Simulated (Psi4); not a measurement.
C₃H₉SSi (SMILES C[Si](C)(C)[S]), doublet, at a GFN2-xTB geometry. Base run: HF/STO-3G (Psi4 1.11).

Here is a job for Psi4.
```
memory 2 GB

molecule mol {
0 2
  C    -0.655819    1.474438   -1.214664
  Si   -0.063141   -0.077091   -0.277691
  C     1.516243   -0.779884   -1.082710
  C    -1.437218   -1.398783   -0.239344
  S     0.394535    0.481703    1.735151
  H    -0.899393    1.233321   -2.244601
  H    -1.541951    1.897097   -0.750844
  H     0.110733    2.243417   -1.222772
  H     1.876341   -1.650652   -0.543182
  H     1.326392   -1.076758   -2.109383
  H     2.313593   -0.042868   -1.088947
  H    -1.700119   -1.710965   -1.245157
  H    -2.334428   -1.016863    0.238305
  H    -1.118995   -2.278326    0.312143
}

set basis sto-3g
set reference uhf
set stability_analysis check
set scf_type pk

energy('scf')
print_variables()
```

The bond that is stretched is that between atoms 12 and 4. A test that says stable can miss a lower solution.

Variants of this job, named by their change:

```tsv
change	ΔE vs base (kcal/mol)	<S^2>	outcome
base	0.000	0.754	converged
stability_analysis = follow; reference = uhf	0.000	0.754	converged
bond × 1.25	27.06	0.754	converged
stability_analysis = follow; reference = uhf; bond × 1.25	26.89	0.754	converged
bond × 1.5	76.5	0.754	converged
stability_analysis = follow; reference = uhf; bond × 1.5	-	-	not converged
bond × 1.8	137.0	0.754	converged
stability_analysis = follow; reference = uhf; bond × 1.8	-	-	not converged
bond × 2.2	114.5	1.697	converged
stability_analysis = follow; reference = uhf; bond × 2.2	114.3	1.706	converged
bond × 3.0	214.6	0.750	converged
stability_analysis = follow; reference = uhf; bond × 3.0	-	-	not converged
```

Psi4 reported an instability in these rows: base; stability_analysis = follow; reference = uhf; bond × 1.25; stability_analysis = follow; reference = uhf; bond × 1.25; bond × 1.5; stability_analysis = follow; reference = uhf; bond × 1.5; bond × 1.8; stability_analysis = follow; reference = uhf; bond × 1.8; bond × 2.2; stability_analysis = follow; reference = uhf; bond × 2.2; bond × 3.0; stability_analysis = follow; reference = uhf; bond × 3.0 (restricted rows aren't judged here).

On stretching, the SCF can end on different states; <S^2> shows the spin contamination of each.
